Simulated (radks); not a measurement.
Charge is removed step by step from the 1s down level of the oxygen ion O3+, starting from 1s(up 1, down 1) 2s2 2p1. All-electron calculation, scalar-relativistic Kohn-Sham, PBE, spin-polarised, spherical densities, finite nucleus; open shells are filled with parallel spins first; Fermi nuclear charge, rms radius 2.6991 fm. Program: a radial shooting solver on a logarithmic mesh with Libxc functionals.

| removed (e) | E - E(0) (eV) | eigenvalue (eV) |
|---|---|---|
| 0 | 0.000 | -586.08 |
| 0.1 | 59.044 | -594.82 |
| 0.2 | 118.96 | -603.47 |
| 0.3 | 179.73 | -612.00 |
| 0.4 | 241.35 | -620.35 |
| 0.5 | 303.79 | -628.44 |
| 0.6 | 367.02 | -636.17 |
| 0.7 | 431.00 | -643.33 |
| 0.8 | 495.65 | -649.50 |
| 0.9 | 560.83 | -653.52 |

The mean slope of the eigenvalue, de/dn, is 74.9 eV per electron.
